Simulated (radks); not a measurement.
Results of a calculation; reference values are marked as such.
Initial-state core-level shifts of the europium ion Eu3+ when its valence configuration changes from [Xe] 4f6. Level of theory: Dirac Kohn-Sham, PBE, spin-unpolarised, spherical densities, finite nucleus; open shells are shared between the two j in proportion to 2j + 1; Fermi nuclear charge, rms radius 5.1115 fm (a radial shooting solver on a logarithmic mesh with Libxc functionals). Shifts are changes of the shell-averaged eigenvalues in eV (positive: less bound); the change of the density at the nucleus, which sets a Mossbauer isomer shift, is in e/bohr^3, on a base of 5.792e+05.

| valence | 2p | 3p | 4p | 4d | density at nucleus |
|---|---|---|---|---|---|
| 4f5 5d1 | -8.291 | -9.541 | -8.580 | -8.194 | +32.41 |
| 4f5 6p1 | -12.745 | -13.910 | -12.904 | -12.525 | +40.89 |
| 4f4 6p2 | -26.839 | -29.383 | -26.914 | -26.074 | +88.97 |
| 4f4.5 5d1 6p0.5 | -15.028 | -16.947 | -15.338 | -14.735 | +54.55 |
| 4f4 5d2 | -17.467 | -20.182 | -17.882 | -17.043 | +69.43 |
| 4f3 5d2 6p1 | -32.184 | -36.491 | -32.349 | -30.997 | +119.87 |
| 4f5 6s1 | -11.642 | -12.805 | -11.800 | -11.423 | +95.05 |
| 4f3 5d2 6s1 | -31.112 | -35.409 | -31.272 | -29.923 | +180.65 |
